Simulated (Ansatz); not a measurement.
B(H)(Me)(OSiH3) (CH₇BOSi), SMILES CBO[SiH3].

The structure is a stationary point at B3LYP-D3(BJ)/def2-SVP. The structure was generated by enumeration, and PubChem lists no compound with its InChIKey, so it may never have been made. The values are those of a single conformer.

Two levels are set side by side: PBE/def2-SVPD (Ansatz, an electronic-structure program) and PBE0/def2-SVPD (Ansatz). Energy differences of separate SCF runs at the same geometry; the states with an electron removed or added have multiplicity 2 and 2. Differences are taken from unrounded values.

| quantity | PBE |
|---|---|
| vertical ionisation energy (eV) | 9.98 |
| vertical singlet–triplet gap (eV) | 5.38 |

Task: These are the PBE values. What does PBE0 give? (Estimate from the structure and the level; the computed values follow.)

Result: 
```json
[
 {"quantity": "vertical ionisation energy (eV)", "PBE0": "10.39", "PBE minus PBE0": "-0.41"},
 {"quantity": "vertical singlet–triplet gap (eV)", "PBE0": "5.72", "PBE minus PBE0": "-0.34"}
]
```
